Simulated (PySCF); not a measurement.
Structure problem from calculated spectra and properties.

Elements present: C, F, H, N and Si. Monoisotopic mass: 91.0254 u.

- 13C NMR: chemical shifts (computed TMS as zero) by class: 179.7 (1 C), -2.4 (1 C) ppm [GIAO PBE/pcSseg-2]
- XPS: Si2p3/2 107.7, C1s 290.5, C1s 292.3, N1s 404.7, F1s 692.0, Si1s 1847.7 eV [ΔSCF SCAN, pcX-2 on the ionised atom, pcseg-1 elsewhere, spin-free X2C, 2p3/2 from a spin–orbit splitting computed afterwards within the 2p shell]
- UV, strongest line: among the 10 lowest singlet transitions: S3 at 7.58 eV (163 nm, f = 0.295) [TDDFT wB97X-D/def2-SVPD]
- Rotational structure: rotational constants A, B, C: 5.751, 3.126, 2.346 GHz [PBE0-D3(BJ)/def2-SVP]
- 1H NMR: chemical shifts (computed TMS as zero) by class: 9.04 (1 H), 8.80 (1 H), 5.65 (1 H), 0.39 (3 H) ppm [GIAO PBE/pcSseg-2]
- UV, first state: lowest singlet excitation: 4.20 eV (295 nm, f = 0.000) [TDDFT wB97X-D/def2-SVPD]

The electronic properties come from PySCF, for the isolated species, density fitting. Levels stand in brackets. Isolated species at its PBE0-D3(BJ)/def2-SVP geometry (one conformer only). NMR values are class means; diastereotopic atoms form classes of their own.

Task: Which formula fits the mass and the elements?

Result: C2H6FNSi (calculated 91.0254). No other formula that holds each of these elements comes within 0.0003 u with a fitting electron parity and a possible valence count.

Task: What is the compound? Reason from the data.

Result: Numbering: `[CH2:1]=[N:2][Si@@H:3]([CH3:4])[F:5]`. Its formula, C2H6FNSi, gives 1 degree of unsaturation: 0 rings and 1 π bond in the structure found. 2 carbons fall into 2 classes; from least to most shielded: C=N carbon [C1] (179.7 ppm), Si-methyl carbon [C4] (-2.4 ppm). Hydrogen classes from least to most shielded: 1 H on a C=N carbon, C1 (9.04 ppm), 1 H on a C=N carbon, C1 (8.80 ppm), 1 H on a fluorine-bound silicon, Si3 (5.65 ppm), 3 H on an Si-methyl carbon, C4 (0.39 ppm). The core levels belong to: Si2p3/2 107.7 eV, fluorine-bound silicon [Si3]; C1s 290.5 eV, Si-methyl carbon [C4]; C1s 292.3 eV, C=N carbon [C1]; N1s 404.7 eV, C=N nitrogen [N2]; F1s 692.0 eV, silicon-bound fluorine [F5]; Si1s 1847.7 eV, fluorine-bound silicon [Si3]. The hole state at 292.3 eV has ⟨S²⟩ = 0.84 against 0.75, so that value is less sure. The optimised geometry has point group C1 and is an asymmetric top. Structure: `C=N[Si@@H](C)F`. Computed isomers that give other values at the same levels: `C=C(F)[SiH2]N` (rotational constant A: 7.107 GHz; this holds for the one conformer computed); `FC/C=N\[SiH3]` (core binding energies: Si2p3/2 106.9, C1s 292.4, C1s 293.7, N1s 404.3, F1s 693.2, Si1s 1846.7 eV). The assignments are read from this structure; whether some other isomer fits the data as well wasn't checked. The mirror image fits equally.

The values belong to the conformer `[CH2:1]=[N:2][Si@@H:3]([CH3:4])[F:5]`: C1–N2–Si3–C4 -119°.
